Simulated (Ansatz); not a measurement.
`C/C(Cl)=[CH]\[AlH2]` + `[OH][AlH2]` → `[AlH2][O][AlH2]` + `C=C(C)Cl`  (ligand exchange at the Al–C bond)

Isolated molecules relaxed with PBE0-D4/def2-TZVP in Ansatz; ΔE leaves out vibrations. CCSD(T)/CBS is the MP2 limit (def2-TZVPP, def2-QZVPP) plus CCSD(T) − MP2 in def2-TZVPP, frozen cores. This one scheme is used for every species. Functionals use def2-TZVPP.

```
              species  PBE0-D4 energy (Eh)
`C/C(Cl)=[CH]\[AlH2]`           -820.18712
         `[OH][AlH2]`           -319.33720
    `[AlH2][O][AlH2]`           -562.30150
           `C=C(C)Cl`           -577.27477
```

Problem. Work out ΔE.

Solution. ΔE = (-562.30150) + (-577.27477) − (-820.18712) − (-319.33720) = -0.05195 Eh = -136.4 kJ/mol. CCSD(T)/CBS gives -146.2 kJ/mol.

Largest T1 diagnostic among the species: 0.013.

From PBE to PBE0 (25 % exact exchange), in def2-TZVPP and without D4, ΔE moves by −5.6 kJ/mol. In def2-TZVPP, CCSD(T) changes the Hartree–Fock value by +18.5 kJ/mol (the triples alone add +4.0 kJ/mol) and MP2 by +19.0 kJ/mol. The D4 term adds +4.4 kJ/mol with B3LYP and +2.4 kJ/mol with PBE0; it sums over pairs of atoms, weighted by their polarisabilities, and B3LYP, whose exchange is more repulsive, gets the larger term.

B3LYP here is the variant with VWN-RPA as its local correlation; programs differ in this.
